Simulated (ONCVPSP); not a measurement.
Which change was made? (Gd, ONCV)

* Element: Gd (Z = 64)
* Generator: ONCVPSP 4.0.1
* Type: optimised norm-conserving Vanderbilt (ONCV)
* Functional: PBEsol
* Relativity: scalar-relativistic
* Frozen core: [Kr]
* Valence charge: 28
* Reference configuration: 4d10 4f7 5s2 5p6 5d1 6s1.5 6p0.5
* Partial waves: 5s+6s: rc 1.90 bohr, ncon 5, nbas 8, qcut 5.2 1/bohr, 2 projectors; 5p+6p: rc 2.05 bohr, ncon 4, nbas 7, qcut 6.4 1/bohr, 2 projectors; 4d+5d: rc 0.95 bohr, ncon 4, nbas 9, qcut 15.1 1/bohr, 2 projectors; 4f: rc 0.95 bohr, ncon 4, nbas 9, qcut 21.1 1/bohr, local
* Local potential: the f channel
* Core correction: none

Cutoffs, loose and tight: the cutoffs (Ha) at which the residual kinetic energy of the hardest occupied pseudo-wave falls to 1 and 0.1 mHa per electron. They do not see the model core or the augmentation charge, which bear on the density cutoff. Test errors are all-electron minus pseudo excitation energies from the reference, over the configurations 4d10 4f7 5s2 5p6 5d1 6s2 6p0; 4d10 4f7 5s2 5p6 5d1 6s1 6p0; 4d10 4f7 5s2 5p6 5d1 6s0 6p0; 4d10 4f7 5s2 5p6 5d1 6s0 6p1; variants that change the core or the reference have their own tests.

The base gives: outcome: generated; cutoff, loose: 161 Ha; cutoff, tight: 180 Ha; bound ghosts: s, p; GHOST(+) flags above zero: s; largest test error (meV): -5.4.

Task: After one change the result is: outcome: failed: ERROR pspot: first pseudo wave function has node, program will stop. Which change was it?
A. f: qcut 13.1
B. f: qcut 30.8
C. f: qcut 15.4

Result: B. The others give: f: qcut 13.1 → outcome: generated; cutoff, loose: 360 Ha; cutoff, tight: 437 Ha; bound ghosts: s, p; GHOST(+) flags above zero: s; largest test error (meV): -4.9 | f: qcut 15.4 → outcome: generated; cutoff, loose: 115 Ha; cutoff, tight: 339 Ha; bound ghosts: s, p; GHOST(+) flags above zero: s; largest test error (meV): -5.1.
